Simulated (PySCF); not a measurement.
SCF from a fresh guess for singlet Ca₃, at the PBE0 minimum. PySCF input:

```python
from pyscf import gto, scf, dft
mol = gto.M(atom='''
Ca     1.958910     0.000000     1.130970
Ca     0.000000     0.000000    -2.261950
Ca    -1.958910     0.000000     1.130970''',
    basis={'Ca': 'def2-TZVP'},
    charge=0, spin=0)
mf = dft.RKS(mol, xc='PBE0')
mf.grids.atom_grid = (50, 194)
aux = {'Ca': 'def2-universal-JKFIT'}
mf = mf.density_fit(auxbasis=aux)
mf.conv_tol = 1e-08
mf.diis_space = 10
mf.max_cycle = 60
mf.init_guess = 'minao'
mf.verbose = 4
mf.kernel()
```

Excerpt of the output (cycles and frontier levels):

```
init E= -2032.18497849688
  HOMO = -0.144302032514492  LUMO = -0.0864236531856382  gap/eV = 1.57495
cycle= 1 E= -2032.15639640158  delta_E= 0.0286  |g|= 0.0823  |ddm|= 1.33
  HOMO = -0.134672704679107  LUMO = -0.0591483909981714  gap/eV = 2.05512
cycle= 2 E= -2032.15537317581  delta_E= 0.00102  |g|= 0.102  |ddm|= 0.45
  HOMO = -0.140943719517032  LUMO = -0.069036615632611  gap/eV = 1.95669
cycle= 3 E= -2032.15930709732  delta_E= -0.00393  |g|= 0.0129  |ddm|= 0.178
  HOMO = -0.140501721751465  LUMO = -0.0684303477876163  gap/eV = 1.96116
cycle= 4 E= -2032.15938112798  delta_E= -7.4e-05  |g|= 0.00308  |ddm|= 0.0484
  HOMO = -0.140513465977915  LUMO = -0.0684107637527462  gap/eV = 1.96201
cycle= 5 E= -2032.15938707637  delta_E= -5.95e-06  |g|= 0.000626  |ddm|= 0.015
  HOMO = -0.140459606081566  LUMO = -0.0683548783808556  gap/eV = 1.96207
cycle= 6 E= -2032.15938747925  delta_E= -4.03e-07  |g|= 0.00015  |ddm|= 0.00474
  HOMO = -0.140480391453425  LUMO = -0.0683876307239115  gap/eV = 1.96174
cycle= 7 E= -2032.15938749879  delta_E= -1.95e-08  |g|= 4.17e-05  |ddm|= 0.000827
  HOMO = -0.140473719115223  LUMO = -0.0683794356467142  gap/eV = 1.96179
cycle= 8 E= -2032.15938750019  delta_E= -1.4e-09  |g|= 6.87e-06  |ddm|= 0.000196
  HOMO = -0.140473600026187  LUMO = -0.0683793613993411  gap/eV = 1.96178
Extra cycle  E= -2032.15938750014  delta_E= 5.18e-11  |g|= 1.18e-05  |ddm|= 5.14e-05
converged SCF energy = -2032.15938750014
```

No lower solution of this spin was found by a stability analysis within the restricted form, which does not test spin polarisation.

The search for the lowest solution, with the stability check, took 5.8 s on 2 threads of a shared Arm Neoverse N1 host, with 108 basis functions; the process peaked at 0.33 GiB. Launch command: `OMP_NUM_THREADS=2 python axn.py task.json out`.
